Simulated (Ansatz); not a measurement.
H3AlSi, SMILES `[AlH2][SiH]` (triplet; the order of the spin states depends on the level) (charge 0, multiplicity 3). This triplet lies 0.19 eV above the relaxed singlet at the level composite: frozen-core CCSD(T) with HF/cc-pVQZ and the correlation energy extrapolated as X^-3 from cc-pVTZ and cc-pVQZ, plus CCSDT(Q) minus CCSD(T) in cc-pVTZ // PBE0-D3(BJ)/def2-TZVP (Ansatz, a first-principles code); other levels give the other order.

Cartesian coordinates (Å):
SMILES: [AlH2][SiH]
```xyz
5

Al    -0.8596     0.0080    -0.0159
Si     1.4320    -0.5967    -0.3039
H     -1.9548    -0.9761    -0.5949
H     -1.2185     1.3569     0.7384
H      2.6009     0.2079     0.1763
```
Charge 0, spin multiplicity 3.

Frozen-core energies in cc-pVTZ from Ansatz at a geometry from PBE0-D3(BJ)/def2-TZVP; the HF reference has <S^2> = 2.02 and the T1 diagnostic is 0.021.

```csv
level,energy (Ha)
HF,-532.54803
MP2,-532.71128
CCSD,-532.74941
```

Question: Estimate the energies of CCSD(T), CCSDT and CCSDT(Q), and give each level's difference from CCSDT(Q).

Answer: 
```
level     energy (Ha)  difference from CCSDT(Q) (mHa)
--------  -----------  ------------------------------
MP2        -532.71128                           46.52
CCSD       -532.74941                            8.39
CCSD(T)    -532.75603                            1.77
CCSDT      -532.75750                            0.30
CCSDT(Q)   -532.75780                            0.00
```
